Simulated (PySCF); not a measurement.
# Electron correlation in Sc⁴⁺ (scandium, charge +4)

Starting occupation: [Ne] 3s2 3p5, 3p1/2 with m_j = +1/2, 3p3/2 with m_j = -3/2, -1/2, +1/2, +3/2. All numbers are calculated (PySCF 2.14, X2C-1e with screened-nucleus spin-orbit coupling, Gaussian nucleus, in an uncontracted even-tempered set (21 s from 0.14 bohr⁻², ratio 2.4; 14 p from 0.18 bohr⁻², ratio 2.4; 5 d from 2 bohr⁻², ratio 2.6; 5 f from 3.1 bohr⁻², ratio 2.6)). Frozen: 1s2; 15 electrons correlated; the 52 highest virtual spinors left out.

MP2 pair energies summed by pair of shells (mhartree):

| pair | energy | share (%) |
| --- | --- | --- |
| 2p-2p | -188.87 | 36.8 |
| 3p-3p | -100.19 | 19.5 |
| 2p-3p | -60.80 | 11.8 |
| 2p-2s | -57.15 | 11.1 |
| 3p-3s | -52.46 | 10.2 |
| 2p-3s | -19.45 | 3.8 |
| 2s-3p | -10.96 | 2.1 |
| 2s-2s | -10.12 | 2.0 |
| 3s-3s | -9.49 | 1.8 |
| 2s-3s | -4.06 | 0.8 |

Total MP2 correlation energy: -513.56 mhartree.

The GHF reference relaxed away from the jj start to a determinant that is no pure jj level (⟨S²⟩ = 0.75, ⟨J²⟩ = 0.92); the energies belong to that determinant.
